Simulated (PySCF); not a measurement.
# The first ionisation energy along group 10

Calculated with PySCF 2.14 from differences of total energies of unrestricted determinants, without spin-orbit coupling. Values in eV. The last column holds reference values (NIST; (s) semi-empirical, (t) theoretical, else measured). Unmarked ones compare directly (S terms, centres of terms, or small fine structure); those marked * lie between the lowest fine-structure levels and include a spin-orbit shift.

```csv
element,configurations,UHF,LDA,PBE,PBE0,MP2 (valence),SCS-MP2 (valence),reference
"Ni (aug-cc-pVTZ with one added diffuse shell each of s, p, d, f, g type, non-relativistic)",[Ar] 3d8 4s2 → [Ar] 3d9,7.716,7.023,7.133,7.228,6.466,6.677,7.640 *
"Pd (aug-cc-pVTZ-PP with one added diffuse shell each of s, p, d, f, g type with ECP28MDF, ECP)",[Kr] 4d10 → [Kr] 4d9,6.236,9.235,8.784,8.385,8.691,8.453,8.512
"Pt (aug-cc-pVTZ-PP with one added diffuse shell each of s, p, d, f, g type with ECP60MDF, ECP)",[Xe] 4f14 5d9 6s1 → [Xe] 4f14 5d9,7.568,9.734,9.340,9.047,9.019,8.797,8.959 *
```

"Valence" correlates the outer s and p shells and, in groups 3 to 12 and the f block, the outer d or f shell, open or full, or the next shell where the ion has no valence electron left; the wider scheme adds the next inner shell.
